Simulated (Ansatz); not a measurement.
`BN(C)BC` → `BN(B)CC`  (isomerisation)

Program: Ansatz. Geometries: PBE0-D4/def2-TZVP. ΔE: electronic, gas phase. CBS: MP2 limit from def2 TZ/QZ plus the TZ coupled-cluster correction, frozen cores. Functionals use def2-TZVPP. B3LYP here is the variant with VWN-RPA as its local correlation; programs differ in this. Each species was taken in one conformer, which may not be the lowest.

```
             level  ΔE (kJ/mol)  difference from CCSD(T)/CBS
            PBE-D4         42.4                          5.0
         r2SCAN-D4         42.8                          5.4
          B3LYP-D4         38.9                          1.5
           ωB97M-V         39.4                          2.0
            B2PLYP         38.4                          1.0
            r2SCAN         42.9                          5.5
              PBE0         41.9                          4.5
             B3LYP         40.0                          2.6
     HF/def2-TZVPP         32.5                         -4.9
    MP2/def2-TZVPP         36.2                         -1.2
SCS-MP2/def2-TZVPP         33.6                         -3.8
CCSD(T)/def2-TZVPP         36.3                         -1.1
     HF/def2-QZVPP         32.3                         -5.1
SCS-MP2/def2-QZVPP         34.3                         -3.1
     MP2/CBS(def2)         37.4                          0.0
    CCSD/CBS(def2)         37.3                         -0.1
       CCSD(T)/CBS         37.4                            0
```

Largest T1 diagnostic among the species: 0.011.

In def2-TZVPP, CCSD(T) changes the Hartree–Fock value by +3.8 kJ/mol (the triples alone add +0.1 kJ/mol) and MP2 by +3.8 kJ/mol.
